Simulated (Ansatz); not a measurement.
## Pulling the pair apart

The pair of Li⁺ (SMILES [Li+], atom 1) and CH$_{2}$O (SMILES C=O, atoms 2–5), both closed shells, in one local arrangement (a lower one may exist), relaxed at PBE0-D4/def2-TZVP:

```
atom    x (Å)    y (Å)    z (Å)
 Li1  -0.5107  -0.0251  -2.3226
  C2   0.1323   0.0065   0.6019
  O3  -0.1279  -0.0062  -0.5811
  H4  -0.6624   0.1281   1.3511
  H5   1.1687  -0.1032   0.9508
```

CH$_{2}$O is shifted rigidly along the line between the mean atom positions of the two fragments (negative: closer). Counterpoise interaction energies in kJ/mol. Program: Ansatz 0.2.0. Basis: def2-TZVPPD. Cores are frozen in the correlated methods. The outer core shell of Li, Na, Mg and K is correlated. B3LYP uses VWN-RPA correlation.

| shift (Å) | r2SCAN-D4 | B3LYP-D4 | PBE0-D4 |
| --- | --- | --- | --- |
| -0.18 | -129.6 | -144.6 | -141.1 |
| -0.09 | -141.5 | -155.5 | -152.0 |
| 0.00 | -145.5 | -158.4 | -154.9 |
| 0.09 | -144.4 | -156.3 | -152.9 |
| 0.21 | -137.9 | -148.6 | -145.4 |
| 0.45 | -120.1 | -129.3 | -126.2 |
| 0.89 | -87.4 | -96.5 | -92.7 |
| 1.78 | -48.8 | -52.9 | -51.3 |

**Question.** What does CCSD(T) give at these shifts? (Judge from chemistry; the value comes from the calculation.)

**Answer.** The calculation gives: -127.6, -140.1, -144.4, -143.6, -137.4, -119.7, -86.6, -48.2 kJ/mol. For zero shift, CCSD(T) at an estimated basis limit (MP2 extrapolated from triple and quadruple zeta, plus CCSD(T) − MP2 in triple zeta) gives -149.0 kJ/mol. These are counterpoise interaction energies, counted from the two frozen fragments.

T1 diagnostic: at most 0.018.

For scale, one of the runs: CCSD(T)/def2-TZVPPD, 133 basis functions, launched by `ansatz run in.yaml --threads 2 --pin off --events-out ev --progress --plain --max-ram 5222MiB`. Hardware: 2 CPU threads of an Intel Xeon 6975P-C, shared host. Wall time 3.1 s; peak host memory 0.82 GiB.
